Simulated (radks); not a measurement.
Question: Species: Pr II. Configuration: [Xe] 4f3 6s1. Calculated with a radial shooting solver on a logarithmic mesh with Libxc functionals: Dirac Kohn-Sham, PBE, spin-unpolarised, spherical densities, point nucleus; open shells fill j = l - 1/2 first. Some entries of the table are withheld. Estimate them.

orbital,occ.,eigenvalue (eV),<r> (bohr)
1s1/2,2,-41785.43,0.02409
2s1/2,2,-6723.925,0.1026
2p1/2,2,-6354.741,0.08605
2p3/2,4,-5872.487,0.09236
3s1/2,2,-1454.938,0.2720
3p1/2,2,-1298.014,0.2617
3p3/2,4,-1202.467,0.2740
3d3/2,4,-928.8439,0.2452
3d5/2,6,-908.2517,0.2491
4s1/2,2,(1),0.6225
4p1/2,2,(2),0.6404
4p3/2,4,(3),0.6682
4d3/2,4,-118.1182,0.7218
4d5/2,6,-114.5144,0.7319
5s1/2,2,-44.7766,1.509
5p1/2,2,-29.2133,1.704
5p3/2,4,-26.4284,1.792
6s1/2,1,-8.0722,4.084
4f5/2,3,-7.1182,(4)
4f7/2,0,-6.7768,(5)

Answer: 
(1) 4s1/2 eigenvalue (eV): -293.6959
(2) 4p1/2 eigenvalue (eV): -234.9918
(3) 4p3/2 eigenvalue (eV): -214.4414
(4) 4f5/2 <r> (bohr): 1.169
(5) 4f7/2 <r> (bohr): 1.190
